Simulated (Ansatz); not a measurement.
C4H11Al (`C[C](C)(C)[AlH2]`), relaxed with RKS PBE-D4/def2-SVP in Ansatz 0.2.0 from a rough embedded geometry. The force threshold is 0.03 eV/Å; the program also tests the step.

Total charge 0; spin multiplicity 1.

Start:

```xyz
16

C    -1.275   -0.801    0.108
C    -0.017   -0.012   -0.031
C    -0.384    1.428   -0.292
C     0.778   -0.507   -1.227
Al    1.079   -0.119    1.647
H    -1.907   -0.437    1.024
H    -1.932   -0.769   -0.763
H    -1.075   -1.863    0.361
H     0.566    2.098   -0.405
H    -0.946    1.897    0.552
H    -0.969    1.547   -1.213
H     1.081   -1.608   -1.008
H     1.718   -0.030   -1.308
H     0.227   -0.540   -2.116
H     0.494    0.407    3.031
H     2.563   -0.692    1.640
```

Q: By how much does the energy fall, and how many steps does the optimiser take? (Best estimate.)

A: Computed: 0.43 eV, in 5 steps.

Q: Which bonds change most? (Estimate.)

A: The calculation gave: C4–H14 from 1.046 to 1.116 Å; C1–H6 from 1.170 to 1.111 Å; C3–H9 from 1.168 to 1.112 Å; C4–H13 from 1.058 to 1.111 Å.

Q: Give the relaxed structure. (An estimate is asked.)

A: Ansatz gave: 
```xyz
16

C    -1.284   -0.823    0.175
C     0.015   -0.016   -0.025
C    -0.343    1.464   -0.274
C     0.802   -0.573   -1.221
Al    1.074   -0.103    1.668
H    -1.883   -0.454    1.035
H    -1.935   -0.749   -0.728
H    -1.091   -1.906    0.338
H     0.555    2.097   -0.445
H    -0.915    1.908    0.569
H    -0.980    1.565   -1.185
H     1.076   -1.641   -1.083
H     1.745   -0.015   -1.401
H     0.200   -0.509   -2.158
H     0.385    0.421    3.022
H     2.580   -0.666    1.713
```
